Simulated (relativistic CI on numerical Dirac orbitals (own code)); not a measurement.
# Hyperfine structure of Mo¹⁵⁺, mass number 97

Method of calculation: Dirac-Coulomb-Breit CI, orbitals from a KLI potential per configuration, model QED, unscaled Slater integrals (own radial code, finite nucleus).

Configuration list (outside the closed core [Ne]): 3s2 3p6 3d9, 3s2 3p5 3d10, 3s 3p6 3d10, 3s2 3p6 3d8 4s, 3s2 3p6 3d8 4p, 3s2 3p6 3d8 4d, 3s2 3p6 3d7 4s2, 3s2 3p6 3d8 4f, 3s2 3p6 3d7 4s 4p, 3s2 3p5 3d9 4s, 3s2 3p6 3d8 5s, 3s2 3p6 3d7 4p2, 3s2 3p6 3d8 5p, 3s2 3p4 3d10 4s, 3s2 3p6 3d7 4s 4d, 3s2 3p5 3d9 4p. Levels of other configurations are missing.

Nuclear spin I = 5/2, μ = -0.9324 μN, Q = 0.255 b (tables of Stone and Pyykkö). The electronic factors are computed for point nuclear moments, without core polarisation or the Bohr-Weisskopf and QED corrections.

```csv
Level,E (cm⁻¹),A (MHz),B (MHz)
3s2 3p6 3d9 2D_5/2,0,-1472,-2000
3s2 3p6 3d9 2D_3/2,26876,-3559,-1470
3s2 3p5 3d10 2P°_3/2,1339553,-7744,-10000
3s2 3p5 3d10 2P°_1/2,1486049,-45830,
3s2 3p6 3d8 4s 4F_9/2,1832581,-5941,-1100
3s2 3p6 3d8 4s 4F_7/2,1841739,1694,-889
3s2 3p6 3d8 4s 4F_5/2,1858861,-911.8,-169
3s2 3p6 3d8 4s 4F_3/2,1862571,5404,-11.7
```

Levels with J = 0, under 50 % of one LS term, or S terms without an open s electron are left out. Small factors come from cancelling terms and can be off by tens of per cent or more.

At this charge energies of transitions that change n are usually good to better than 1 %, and those within a shell (Δn = 0) to a few per cent.

(1) Give the hyperfine levels of 3s2 3p6 3d9 2D_5/2 relative to its centre of gravity.

Results:

(1) With K = F(F + 1) − I(I + 1) − J(J + 1), E = AK/2 + B[¾K(K + 1) − I(I + 1)J(J + 1)]/[2I(2I − 1)J(2J − 1)]: F = 0: 11480, F = 1: 10490, F = 2: 8326, F = 3: 4628, F = 4: -1141, F = 5: -9701 MHz.

LS names give the leading component of a level, which can be under half, so a name can repeat, a term be missing and a line seem to break the LS rules.
